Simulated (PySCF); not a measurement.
C2H6FO2Si2 (doublet state).
Z-matrix (Å and degrees, GFN2-xTB geometry), rows numbered from 1:
```
O 
Si  1  1.6221
O   2  1.6398  1  112.50
C   3  1.3551  2  128.76  1    81.68
Si  4  1.8962  3  117.29  2     7.03
C   4  1.3275  3  117.40  2  -172.57
F   6  1.3504  4  121.09  3  -179.77
H   1  0.9598  2  122.46  3    37.24
H   2  1.4533  1  113.11  3  -111.26
H   5  1.4596  4  107.75  3   178.79
H   5  1.4647  4  107.63  3   -61.19
H   5  1.4652  4  106.41  3    57.90
H   6  1.0809  4  126.44  3     0.22
```

The hyperfine couplings belong to this conformer and change with its torsions.

Identity: `O[SiH]O/C([SiH3])=C/F` [radical].

Theory: UKS B3LYP, pcH-1 on C F H O Si, non-relativistic, mean-field spin-orbit, GIAO (PySCF 2.14.0). The structure is a single GFN2-xTB conformer in the gas phase; no vibrational or solvent corrections. Couplings are sensitive to structure, and on GFN2-xTB geometries they can be far from those on DFT ones, by a factor of two or more for some ions and for spin on atoms past the first row. The SCF solution wasn't tested for stability.

Task: The isotropic 17O couplings are -101.9, -6.9 MHz. Assign them to O1; O3.

Result: 
```csv
site,a_iso (MHz),ρ(0) (bohr⁻³),position,distance from Si2 (Å),spin population,largest |T| (MHz)
O1,-101.9,+0.1680,1 bond from Si2,1.62,+0.01,12.2
O3,-6.9,+0.0113,1 bond from Si2,1.64,+0.06,32.4
```

Task: The isotropic 1H couplings, averaged over equivalent nuclei, are +197.2, +52.0, +11.4, -0.5 MHz. Assign them to H8; H9; H10/H11/H12; H13.

Result: 
```json
{"site": "H8", "a_iso (MHz)": "+52.0", "ρ(0) (bohr⁻³)": "+0.0116", "position": "2 bonds from Si2", "distance from Si2 (Å)": "2.29", "bound to": "O1", "spin population there": "+0.01", "largest |T| (MHz)": "7.0"}
{"site": "H9", "a_iso (MHz)": "+197.2", "ρ(0) (bohr⁻³)": "+0.0441", "position": "1 bond from Si2", "distance from Si2 (Å)": "1.45", "bound to": "Si2", "spin population there": "+0.78", "largest |T| (MHz)": "7.5"}
{"site": "H10/H11/H12", "a_iso (MHz)": "+11.4", "ρ(0) (bohr⁻³)": "+0.0026", "position": "4 bonds from Si2", "distance from Si2 (Å)": "3.74", "bound to": "Si5", "spin population there": "+0.03", "largest |T| (MHz)": "4.0"}
{"site": "H13", "a_iso (MHz)": "-0.5", "ρ(0) (bohr⁻³)": "-0.0001", "position": "4 bonds from Si2", "distance from Si2 (Å)": "4.25", "bound to": "C6", "spin population there": "+0.01", "largest |T| (MHz)": "2.0"}
```

ρ(0) is the spin density at the nucleus and T the dipolar tensor; a_iso includes a spin–orbit part; entries for several nuclei are means. The Mulliken spin populations are largest on Si2 (+0.78), H9 (+0.09) and O3 (+0.06). Si2 is the only atom above +0.15. The angles at Si2 add up to 324.7°, so it is pyramidal.

Nuclei that the bonding pattern makes equivalent are averaged, as if the motion that swaps them (rotation, inversion, ring flip) were fast. The three 1H nuclei of mean +11.4 MHz run from 6.8 to 18.5 MHz in the frozen geometry.
